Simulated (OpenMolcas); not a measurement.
Computed levels of 4s2 4p2 in ions with 32 electrons, in cm-1 above 3P0.

* Program: OpenMolcas 26.06
* Method: CASSCF
* Basis: ANO-RCC-VTZP
* Scalar Hamiltonian: DKH2, point nucleus
* Spin-orbit coupling: RASSI with atomic mean-field integrals over the reference wave functions, term energies averaged over their components

Active space for each ion: 4 electrons in 8 orbitals (4s 4p 5s 5p).

| Level | As+ | Br3+ | Kr4+ |
| --- | --- | --- | --- |
| 3P1 | 890 | 2325 | 3327 |
| 3P2 | 2219 | 5224 | 7076 |
| 1D2 | 13795 | 19522 | 21832 |
| 1S0 | 23010 | 33021 | 37156 |

Question: Estimate 3P2, 1D2, 1S0 for Se2+ from its neighbours As+ and Br3+.

Answer: 3P2 is fine structure, which grows about as the fourth power of a screened charge, so the fourth roots are averaged: ((2219^0.25 + 5224^0.25) / 2)^4 = 3483. The calculation gives 3557, so the estimate is off by -2.1 %; the measured value is 3937 (Moore, Atomic Energy Levels, vol. II, NSRDS-NBS 35 (1971 reprint of NBS Circular 467, 1952)).
1D2 is another term, which grows about linearly with the charge: (13795 + 19522) / 2 = 16658. The calculation gives 16511, so the estimate is off by +0.9 %; the measured value is 13032 (Moore, Atomic Energy Levels, vol. II, NSRDS-NBS 35 (1971 reprint of NBS Circular 467, 1952)).
1S0 is another term, which grows about linearly with the charge: (23010 + 33021) / 2 = 28016. The calculation gives 27964, so the estimate is off by +0.2 %.

Without dynamic correlation excited terms often stand tens of per cent too high (terms of higher spin than the ground term too low), and those without a measured partner can miss by more than the paired ones (holds for As+). The run also gave levels led by 4s2 4p 5p, 4s2 4p 5s, which use shells meant for correlation; these and all levels above them are left out (holds for As+). The run also gave levels led by 4s2 4p 5p, which use shells meant for correlation; these and all levels above them are left out (holds for Se2+; Br3+). Active for correlation alone: 5p 5s; no level in the range computed is led by a configuration that fills them, so any true level of that kind is missing (holds for Kr4+). Measured partners are found by configuration, term and J. A level has none where our copy of the source lacks it or the pairing is in doubt (some pairs that miss far off the trend of their configuration count as doubtful), and it then counts in no deviation. Levels of configurations outside the active space are missing.
